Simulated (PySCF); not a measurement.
A GIAO shielding run with PySCF (density fitting, non-relativistic, gas phase) on `InChI=1S/C5H6F2/c1-4(6)3-5(2)7/h1-3H2`:

```
$ OMP_NUM_THREADS=1 python probes_run.py task.json out

{"job": {"kind": "nmr", "xc": "PBE0", "basis": "STO-3G", "pop": true}, "charge": 0, "multiplicity": 1}
C      2.298205     0.657127     0.114651
C      1.202922    -0.064693     0.325281
F      1.020533    -0.695368     1.489826
C      0.067642    -0.296996    -0.619591
C     -1.238319     0.202972    -0.090375
C     -2.331898    -0.505409     0.169185
F     -1.222793     1.524341     0.114552
H      3.063457     0.742777     0.887528
H      2.437249     1.175483    -0.833519
H      0.291312     0.208762    -1.571683
H     -0.021803    -1.376027    -0.819868
H     -2.335285    -1.583268     0.010089
H     -3.231590    -0.018990     0.548787
```

Hardware: 1 thread of an Arm Neoverse V2, shared host. The job also computes population analyses, field gradients.

Problem. How large is the calculation?

Solution. 54 electrons, 41 basis functions and 637 auxiliary functions.

Problem. How long does it take, and how much memory does it need?

Solution. 3.3 s of wall time, with 12 SCF cycles and 4 response iterations; peak memory 0.41 GiB. Times on a shared host scatter by some tens of per cent.

Problem. And these other runs on the same molecule and hardware: GIAO shielding at B3LYP/pcSseg-1; GIAO shielding at B97-D/pcSseg-1; GIAO shielding at BHandHLYP/pcSseg-1; GIAO shielding at BLYP/pcSseg-1; GIAO shielding at HF/pcSseg-1; GIAO shielding at KT3/pcSseg-1?

Solution. B3LYP/pcSseg-1: 149 functions, 13 s; B97-D/pcSseg-1: 149 functions, 18 s; BHandHLYP/pcSseg-1: 149 functions, 13 s; BLYP/pcSseg-1: 149 functions, 18 s; HF/pcSseg-1: 149 functions, 6.3 s; KT3/pcSseg-1: 149 functions, 18 s.
